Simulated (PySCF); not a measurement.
Sn(OH)(SiH3) (H4OSiSn), SMILES [OH][Sn][SiH3] (connectivity only; charge and spin as stated), neutral, multiplicity 1.

Geometry: PBE0-D3(BJ)/def2-SVP. The def2 effective core potentials stand for the cores of Sn; spin–orbit coupling is left out. One conformer was computed; it need not be the lowest.

The numbers are results of PBE0-D3(BJ)/def2-SVP in PySCF, not measurements.

Frequencies are harmonic and unscaled.

Question: Estimate the vibrational spectrum. (Estimate from the structure and the level; the computed values follow.)

Answer: 
```csv
mode,ν (cm⁻¹),IR (km/mol),moving atoms (share of kinetic energy)
1,31,0.0,H 91 %
2,116,9.5,"O 56 %, H 22 %, Si 14 %"
3,261,21.7,"Si 67 %, Sn 21 %, H 12 %"
4,324,41.4,"H 89 %, Si 9 %"
5,409,6.4,"H 82 %, Si 13 %"
6,476,95.9,"H 90 %, O 8 %"
7,602,87.6,"O 87 %, Sn 12 %"
8,770,112.7,H 93 %
9,840,265.2,"H 91 %, Si 9 %"
10,927,25.5,H 98 %
11,931,33.6,H 97 %
12,2171,90.0,H 98 %
13,2182,107.0,H 96 %
14,2203,109.0,H 96 %
15,3880,52.5,H 94 %
```
